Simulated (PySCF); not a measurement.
This script is equivalent to a calculation on P (phosphorus, neutral).

```python
from pyscf import gto, scf, dft, mp, cc
import basis_set_exchange as bse
mol = gto.M(atom="P 0 0 0", charge=0, spin=3, symmetry="D2h",
            basis=gto.basis.parse(bse.get_basis("cc-pVDZ-DK", elements=["P"], fmt="nwchem", header=False)),
            nucmod="G")
mf = scf.UHF(mol).sfx2c1e()
mf.irrep_nelec = {'Ag': (3, 3), 'B1u': (2, 1), 'B2u': (2, 1), 'B3u': (2, 1)}
mf.kernel()
```

(1) What total energy does it give?

(2) Which occupied shell lies highest, and where?

(3) What is ⟨S²⟩, and what would a pure spin state give?

## Answers

(1) -341.52339 hartree (calculated).

(2) 3p α, at -10.586 eV.

(3) 3.750, against 3.75.
